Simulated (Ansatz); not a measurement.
Geometry optimisation, RKS B3LYP/def2-SVPD (Ansatz).

Input:

```yaml
crystal:
  periodic: [false, false, false]
  atoms:
    - { symbol: Sn, position_ang: [0.0, 0.0, 0.0] }
    - { symbol: H, position_ang: [0.0, 0.0, 1.74] }
    - { symbol: H, position_ang: [1.6408, 0.0, -0.5794] }
    - { symbol: O, position_ang: [-0.9232, 1.5994, -0.6527] }
    - { symbol: H, position_ang: [-1.881, 1.3686, -0.8751] }
    - { symbol: H, position_ang: [-0.8195, -1.4198, -0.5794] }
basis:
  gaussian: { orbitals: def2-SVPD }
hamiltonian:
  xc: b3lyp
relax:
  f_tol: 0.02
  max_steps: 40
```

Command:

```bash
$ ansatz run input.yaml --threads 2 --pin off --max-ram 3072MiB --backend cpu --events-out ev --progress --plain --runs-dir out
```

Task: Where does it end, and by what steps?

Result: It converged. The force dipped under the threshold on the way, but the program's further checks kept it going. After 11 steps the energy has fallen by 0.131 eV; H5 moved furthest, 0.31 Å.

```tsv
step	energy less start (eV)	largest force component (eV/Å)	accepted
0	0.0000	2.506	yes
1	-0.1075	0.835	yes
2	-0.1252	0.090	yes
3	-0.1262	0.028	yes
4	-0.1295	0.023	yes
5	-0.1299	0.127	yes
6	-0.1308	0.005	yes
7	-0.1265	0.614	no
8	-0.1309	0.024	yes
9	-0.1310	0.077	yes
10	-0.1310	0.029	no
11	-0.1311	0.001	yes
```

```xyz
6
Properties=species:S:1:pos:R:3
Sn 0.015 -0.095 -0.009
H -0.112 0.050 1.699
H 1.618 0.075 -0.575
O -0.910 1.488 -0.851
H -1.848 1.561 -0.639
H -0.746 -1.530 -0.571
```

Whether the end is a true minimum wasn't checked by a vibrational analysis.

The run took 20 s on 2 threads of Arm Neoverse V2, with other jobs on the host, peak memory 0.17 GiB.
